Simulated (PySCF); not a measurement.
SMILES O(C)C(=O)CCB, GFN2-xTB optimised geometry.

```
16

B      2.28    -1.89     0.33
C      1.57    -0.54     0.00
C      0.04    -0.54     0.00
C     -0.52     0.86     0.00
O      0.05     1.84     0.39
O     -1.78     0.88    -0.47
C     -2.43     2.14    -0.49
H      3.44    -1.96     0.21
H      1.69    -2.82     0.71
H      1.92    -0.13    -0.95
H      1.90     0.19     0.75
H     -0.34    -1.03     0.90
H     -0.37    -1.08    -0.86
H     -2.43     2.57     0.51
H     -3.44     1.96    -0.83
H     -1.92     2.82    -1.17
```

Density from PBE/def2-TZVP (PySCF 2.14.0) at that geometry.

Minimum of the electron density along straight lines between bonded atoms, close to the bond critical point (lines longer than 1.1 times the sum of covalent radii, or with two minima, are not listed):

| bond | length / Å | ρ at the minimum / e bohr⁻³ | ∇²ρ there / e bohr⁻⁵ | position (fraction from the first atom) |
|---|---|---|---|---|
| B1–C2 | 1.564 | 0.189 | [?] | 0.34 |
| C2–C3 | 1.530 | 0.239 | -0.55 | 0.49 |
| C3–C4 | 1.511 | 0.257 | -0.64 | 0.48 |
| C4–O5 | 1.203 | 0.430 | [?] | 0.34 |
| C4–O6 | 1.341 | [?] | -0.65 | 0.35 |
| O6–C7 | 1.421 | 0.252 | -0.49 | 0.64 |
| B1–H8 | 1.169 | 0.193 | -0.39 | 0.44 |
| B1–H9 | 1.169 | 0.192 | -0.38 | 0.44 |
| C2–H10 | 1.094 | 0.269 | -0.88 | 0.64 |
| C2–H11 | 1.097 | 0.265 | -0.85 | 0.64 |
| C3–H12 | 1.093 | 0.274 | -0.91 | 0.64 |
| C3–H13 | 1.090 | 0.278 | -0.94 | 0.64 |
| C7–H14 | 1.092 | 0.283 | -0.98 | 0.65 |
| C7–H15 | 1.087 | 0.286 | -1.00 | 0.65 |
| C7–H16 | 1.092 | 0.282 | -0.98 | 0.65 |

What belongs in the gaps?


- B1–C2, ∇²ρ there / e bohr⁻⁵: -0.32
- C4–O5, ∇²ρ there / e bohr⁻⁵: -0.16
- C4–O6, ρ at the minimum / e bohr⁻³: 0.310
